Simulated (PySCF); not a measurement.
# Electron correlation in Mn⁺ (manganese, charge +1)

[Ar] 3d4 4s1 4p1, one real determinant (an excited configuration). All numbers are calculated (PySCF 2.14, scalar relativity by spin-free X2C-1e, in x2c-TZVPPall with one added diffuse shell each of s, p, d, f type (7s6p5d3f1g, 80 functions)). Frozen: [Ar]; 6 electrons correlated.

MP2 pair energies summed by pair of shells (mhartree):

```tsv
pair	energy	share (%)
3d-3d	-39.40	67.9
3d-4s	-10.16	17.5
3d-4p	-6.16	10.6
4s-4p	-2.33	4.0
```

Total MP2 correlation energy: -58.05 mhartree.

Same-spin part -58.05 and opposite-spin part 0.00 mhartree; SCS-MP2 scales them by 1/3 and 6/5 to -19.35 mhartree.

The reference is one real determinant that mixes LS terms of this configuration.
